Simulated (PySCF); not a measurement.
Geometry:
```tsv
atom	x (Å)	y (Å)	z (Å)
C1	3.626	2.115	0.559
C2	2.963	1.565	1.580
C3	1.508	1.242	1.592
Si4	1.223	-0.631	1.343
Si5	1.800	-1.308	-0.852
Si6	-0.486	-1.778	-1.291
Si7	-1.053	-1.182	0.936
C8	-2.239	0.292	1.065
C9	-3.640	0.020	0.519
C10	-4.563	1.225	0.609
H11	4.704	2.290	0.607
H12	3.114	2.408	-0.363
H13	3.525	1.280	2.479
H14	0.975	1.771	0.785
H15	1.035	1.530	2.547
H16	1.906	-1.394	2.437
H17	2.368	-0.208	-1.696
H18	2.700	-2.501	-0.947
H19	-0.779	-3.193	-1.684
H20	-1.090	-0.867	-2.319
H21	-1.566	-2.341	1.738
H22	-1.779	1.142	0.528
H23	-2.290	0.597	2.126
H24	-3.564	-0.310	-0.532
H25	-4.086	-0.830	1.064
H26	-4.159	2.079	0.041
H27	-4.690	1.554	1.653
H28	-5.563	1.000	0.206
```

Geometry: PBE0-D3(BJ)/def2-SVP; GIAO absolute shieldings from PySCF 2.14.0 with density-fitted response routines, gas phase, non-relativistic, averaged over equivalent atoms.

At PBE0/pcSseg-1 (288 basis functions, 110 s wall time on 1 thread of an Arm Neoverse V1, shared host):
```tsv
atoms	σ (ppm)
C2	41.3
C1	62.7
C9	160.5
C10	164.2
C3	164.5
C8	170.2
Si4	390.7
Si7	394.2
Si5	445.3
Si6	448.6
H13	25.40
H12	25.99
H11	26.07
H16	26.72
H21	26.79
H19	27.26
H17	27.27
H20	27.33
H18	27.35
H15	29.38
H14	29.59
H24	30.00
H25	30.07
H26/H27/H28	30.19
H23	30.53
H22	30.64
```

Estimate the result of repeating the calculation with PBE/pcSseg-1.

Results:


```tsv
atoms	σ at PBE/pcSseg-1	change
C2	38.8	-2.5
C1	60.6	-2.1
C9	154.2	-6.3
C10	159.2	-5.0
C3	157.3	-7.2
C8	163.2	-7.0
Si4	374.6	-16.1
Si7	376.8	-17.4
Si5	430.6	-14.7
Si6	434.5	-14.1
H13	25.35	-0.05
H12	25.98	-0.01
H11	26.06	-0.01
H16	26.48	-0.24
H21	26.54	-0.25
H19	27.05	-0.21
H17	27.05	-0.22
H20	27.14	-0.19
H18	27.14	-0.21
H15	29.12	-0.26
H14	29.42	-0.17
H24	29.82	-0.18
H25	29.93	-0.14
H26/H27/H28	30.11	-0.08
H23	30.33	-0.20
H22	30.42	-0.22
```

The largest change is at Si7 (silicon bonded to C, 2 Si, H, in a 4-membered ring). Cost: 288 basis functions, 2.1 min wall time on 1 thread of an Arm Neoverse V1, shared host. The order of the carbon signals changes between the two levels.
